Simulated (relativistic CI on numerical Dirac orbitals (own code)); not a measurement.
## Forbidden lines of Pd XL

Computed by Dirac-Coulomb-Breit CI, separate exchange-only KLI orbitals for each configuration, a model potential for QED, unscaled Slater integrals (own radial code, finite nucleus).

CI space (outside the closed core 1s2): 2s²2p³, 2s2p⁴, 2p⁵, 2p⁴3s, 2p⁴3p, 2p⁴3d, 2s²2p²3s, 2s²2p²3p, 2s²2p²3d, 2s2p³3s, 2s2p³3p, 2s2p³3d, 2s²2p²4s, 2s²2p²4p, 2s²2p²4d, 2s²2p²4f. Levels of other configurations are missing.

```tsv
λ vac (Å)	Lower	Upper	Type	A (s⁻¹)	gf	Branching (%)
3.2756	2s²2p³ ⁴S°3/2 [2]	2s2p³3d ²G°7/2 [170]	E2	1.30e+11	1.68e-03	8.0
3.2787	2s²2p³ ²D°5/2 [3]	2s2p³3d ²G°9/2 [177]	E2	3.73e+11	6.02e-03	48.2
3.2910	2s²2p³ ²D°5/2 [3]	2s2p³3d ²G°7/2 [170]	E2	1.29e+11	1.67e-03	7.9
3.3256	2s²2p³ ²D°5/2 [3]	2s2p³3d ²G°9/2 [155]	E2	2.66e+11	4.41e-03	79.4
3.3362	2s²2p³ ²D°5/2 [3]	2s2p³3d ⁴F°9/2 [147]	E2	9.41e+10	1.57e-03	56.5
3.3549	2s²2p³ ²D°5/2 [3]	2s2p³3d ⁴G°9/2 [138]	E2	1.03e+10	1.74e-04	14.3
3.5177	2s²2p³ ²P°3/2 [1]	2s²2p²3p ²D°5/2 [34]	E2	4.51e+10	5.03e-04	2.9
3.5184	2s²2p³ ⁴S°3/2 [2]	2s²2p²3p ⁴D°7/2 [70]	E2	4.60e+10	6.82e-04	12.1
3.5187	2s²2p³ ⁴S°3/2 [2]	2s²2p²3p ²D°5/2 [69]	E2	2.34e+10	2.60e-04	4.1
3.5256	2s2p⁴ ⁴P3/2 [9]	2s2p³3p ⁴D7/2 [197]	E2	4.92e+10	7.33e-04	4.4
3.5309	2s²2p³ ²D°5/2 [3]	2s²2p²3p ²P°1/2 [71]	E2	4.07e+10	1.52e-04	11.9
3.5316	2s²2p³ ²P°3/2 [1]	2s²2p²3p ²F°7/2 [32]	E2	6.26e+10	9.36e-04	30.5
3.5361	2s²2p³ ²D°5/2 [3]	2s²2p²3p ⁴D°7/2 [70]	E2	3.20e+10	4.80e-04	8.5
3.5365	2s²2p³ ²D°5/2 [3]	2s²2p²3p ²D°5/2 [69]	E2	4.29e+10	4.82e-04	7.6
3.5377	2s²2p³ ²P°3/2 [1]	2s²2p²3p ²D°3/2 [31]	E2	5.32e+10	4.00e-04	14.6
3.5429	2s²2p³ ²P°3/2 [1]	2s²2p²3p ⁴P°1/2 [30]	E2	2.32e+10	8.72e-05	7.2
3.5441	2s2p⁴ ⁴P5/2 [5]	2s2p³3p ⁴F9/2 [125]	E2	7.33e+10	1.38e-03	42.1
3.5474	2s²2p³ ²P°3/2 [1]	2s²2p²3p ⁴D°5/2 [29]	E2	1.65e+10	1.87e-04	2.9
3.5531	2s2p⁴ ²D5/2 [10]	2s2p³3p ⁴D7/2 [197]	E2	3.77e+10	5.71e-04	3.4
3.6638	2s²2p³ ⁴S°3/2 [2]	2s²2p²3p ²P°1/2 [35]	E2	4.76e+10	1.92e-04	2.5
3.6831	2s²2p³ ²D°5/2 [3]	2s²2p²3p ²P°1/2 [35]	E2	1.00e+11	4.07e-04	5.3
3.6915	2s²2p³ ⁴S°3/2 [2]	2s²2p²3p ²F°7/2 [32]	E2	4.79e+09	7.83e-05	2.3
3.6982	2s²2p³ ⁴S°3/2 [2]	2s²2p²3p ²D°3/2 [31]	E2	1.87e+10	1.53e-04	5.1
3.7039	2s²2p³ ⁴S°3/2 [2]	2s²2p²3p ⁴P°1/2 [30]	E2	4.56e+10	1.88e-04	14.2
3.7049	2s²2p³ ²P°3/2 [1]	2s²2p²3p ²P°3/2 [18]	E2	6.66e+10	5.48e-04	19.9
3.7088	2s²2p³ ⁴S°3/2 [2]	2s²2p²3p ⁴D°5/2 [29]	E2	3.54e+10	4.38e-04	6.2
3.7111	2s²2p³ ²D°5/2 [3]	2s²2p²3p ²F°7/2 [32]	E2	4.18e+10	6.90e-04	20.4
3.7178	2s²2p³ ²D°5/2 [3]	2s²2p²3p ²D°3/2 [31]	E2	2.09e+10	1.73e-04	5.8
3.7235	2s²2p³ ²D°5/2 [3]	2s²2p²3p ⁴P°1/2 [30]	E2	1.10e+10	4.56e-05	3.4
3.7242	2s²2p³ ²P°3/2 [6]	2s²2p²3p ⁴D°7/2 [70]	E2	2.16e+10	3.59e-04	5.7
3.7245	2s²2p³ ²P°3/2 [6]	2s²2p²3p ²D°5/2 [69]	E2	3.55e+10	4.43e-04	6.2
3.7322	2s²2p³ ²P°3/2 [6]	2s²2p²3p ²P°1/2 [68]	E2	9.39e+10	3.92e-04	14.4
3.7365	2s2p⁴ ⁴P5/2 [5]	2s2p³3p ⁶P7/2 [62]	E2	3.17e+10	5.31e-04	3.4
3.7442	2s²2p³ ²D°5/2 [3]	2s²2p²3p ²P°3/2 [28]	E2	7.51e+10	6.32e-04	5.7
3.7462	2s²2p³ ⁴S°3/2 [2]	2s²2p²3p ²F°5/2 [27]	E2	1.83e+10	2.30e-04	7.4
3.7579	2s2p⁴ ²D5/2 [10]	2s2p³3p ⁴F9/2 [125]	E2	1.58e+10	3.36e-04	9.1
3.7581	2s²2p³ ⁴S°3/2 [2]	2s²2p²3p ⁴D°3/2 [26]	E2	8.33e+10	7.05e-04	45.0
3.7629	2s²2p³ ²P°3/2 [6]	2s²2p²3p ²D°5/2 [61]	E2	8.78e+10	1.12e-03	20.5
3.7639	2s²2p³ ⁴S°3/2 [2]	2s²2p²3p ⁴P°1/2 [25]	E2	4.50e+10	1.91e-04	20.6
3.7664	2s²2p³ ²D°5/2 [3]	2s²2p²3p ²F°5/2 [27]	E2	7.50e+10	9.58e-04	30.6
3.7671	2s²2p³ ²P°3/2 [6]	2s²2p²3p ²P°3/2 [60]	E2	2.81e+10	2.39e-04	2.6
3.7677	2s²2p³ ²P°3/2 [1]	2s²2p²3p ⁴D°1/2 [17]	E2	1.29e+11	5.50e-04	50.8
3.7842	2s²2p³ ²D°5/2 [3]	2s²2p²3p ⁴P°1/2 [25]	E2	3.10e+10	1.33e-04	14.2
3.7942	2s²2p³ ²P°1/2 [4]	2s²2p²3p ²F°5/2 [27]	E2	2.25e+10	2.91e-04	9.2
3.8064	2s²2p³ ²P°1/2 [4]	2s²2p²3p ⁴D°3/2 [26]	E2	1.32e+10	1.15e-04	7.1
```

Terms are leading LS components. Brackets give the number of a level in order of energy, since labels repeat. The list gives strong lines, with weight on those to low levels, among the lowest 200 of 359 levels, so that lines to higher ones, which can be the strongest, are missing. Levels whose partners in the same complex of configurations lie outside the list can be far off, and so can their lines. Rates are taken at the computed energies, electric ones in the length gauge.

At this charge energies of transitions that change n are usually good to better than 1 %, and those within a shell (Δn = 0) to a few per cent.

LS names give the leading component of a level, which can be under half, so a name can repeat, a term be missing and a line seem to break the LS rules.
